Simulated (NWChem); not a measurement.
System: methylammonium (CH6N cation); SMILES C[NH3+]

Input file for NWChem:

```
start job
memory heap 200 mb stack 900 mb global 1100 mb
charge 1
geometry units angstroms noautosym nocenter noautoz
  C      0.000000     0.000000     0.814573
  N      0.000000     0.000000    -0.702497
  H     -1.016838     0.195558     1.154755
  H      0.677777     0.782828     1.154755
  H      0.339061    -0.978386     1.154755
  H     -0.625345    -0.723642    -1.080310
  H      0.939365    -0.179744    -1.080310
  H     -0.314020     0.903386    -1.080310
end
basis spherical
  * library cc-pvtz
end
dft
  xc b3lyp
  iterations 150
end
tddft
  cis
  ecut -13.0
  nroots 6
  notriplet
end
task tddft energy
```

Coordinates come from a B3LYP/6-31G* (spherical d) optimisation.

Core excitations by TDA in a window of 1s orbitals, non-relativistic and unshifted: absolute energies depend strongly on the exact-exchange share.

### Question
Give the results of this calculation. (B3LYP/cc-pVTZ, restricted-window TDA.) Quantities: first 1s excitation (eV); dipole oscillator strength of the first; first state with f > 0.002 (eV); dipole oscillator strength of that state.

### Answer
- first 1s excitation (eV): 391.9
- dipole oscillator strength of the first: 0.0032
- first state with f > 0.002 (eV): 391.9
- dipole oscillator strength of that state: 0.0032
